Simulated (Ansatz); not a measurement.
CH9NSi2 can be A, `[SiH3]CN[SiH3]`, or B, `C[SiH2][SiH2]N`.

Gas-phase electronic energies from Ansatz, PBE0-D4/def2-TZVP geometries. CBS: MP2 limit from def2 TZ/QZ plus the TZ coupled-cluster correction, frozen cores. Functionals use def2-TZVPP. B3LYP here is the variant with VWN-RPA as its local correlation; programs differ in this. One conformer a species, not always the lowest.

Problem. Which isomer does CCSD(T)/CBS put lower? Give the gap. (An estimate is asked.)

Solution. Computed: B, by 21.3 kcal/mol.

Problem. Give E(B) − E(A) in kcal/mol with CCSD/def2-TZVPP, CCSD(T)/def2-TZVPP, r2SCAN-D4, B3LYP, LDA (SPW92), ωB97M-V, PBE-D4. (Best estimate.)

Solution. Computed: CCSD/def2-TZVPP -20.3, CCSD(T)/def2-TZVPP -20.5, r2SCAN-D4 -22.8, B3LYP -20.7, LDA (SPW92) -21.7, ωB97M-V -20.2, PBE-D4 -23.2. None reverses the order clearly.

Problem. Does the order hold for the free energy at 298.15 K (harmonic terms from PBE0-D4)? (Best estimate.)

Solution. The calculation gave: Yes: G(B) − G(A) = -19.8 kcal/mol, for one conformer each. Modes under 60 cm⁻¹, often nearly free rotors, make the harmonic entropy too high.

Largest T1 diagnostic: 0.011.

At CCSD(T), def2-SVP lies +5.6 kcal/mol from the extrapolated value and def2-TZVPP +0.8 kcal/mol. From BLYP to BHLYP (50 % exact exchange), in def2-TZVPP and without D4, E(B) − E(A) moves by +0.9 kcal/mol.
